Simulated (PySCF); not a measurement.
F₃Ge, SMILES [F][Ge]([F])[F] (connectivity only; charge and spin as stated), charge +1, multiplicity 1.

Geometry: B3LYP-D3(BJ)/def2-SVP. The spin state was assumed, not searched. The isomer is the one that the SMILES or the coordinates give; other isomers of the formula were not compared.

Two levels are set side by side: TDA-PBE/def2-SVPD (PySCF) and TDA-B3LYP/def2-SVPD (PySCF). Vertical, same geometry. The lowest singlet is HOMO→LUMO 100 % with PBE and HOMO→LUMO 100 % with the other functional; states are paired by order. Differences are taken from unrounded values.

```tsv
quantity	TDA-B3LYP
lowest singlet excitation (eV)	6.47
lowest triplet excitation (TDA) (eV)	5.98
first bright state (f over 0.05) (eV)	7.87
its oscillator strength	0.06
```

Problem. What does TDA-PBE give, and how far is it from TDA-B3LYP? (The exact figures need the calculation; the answer reports its results.)

Solution. 
| quantity | TDA-PBE | TDA-PBE minus TDA-B3LYP |
|---|---|---|
| lowest singlet excitation (eV) | 5.76 | -0.71 |
| lowest triplet excitation (TDA) (eV) | 5.31 | -0.67 |
| first bright state (f over 0.05) (eV) | 7.18 | -0.69 |
| its oscillator strength | 0.05 | -0.01 |

A lower first singlet is the usual sign of a functional without exact exchange. Differences between two approximate levels are no errors against the true value.

Rough cost on one machine, each run with all the roots and properties that it gave: TDA-B3LYP against TDA-PBE about 2 times.
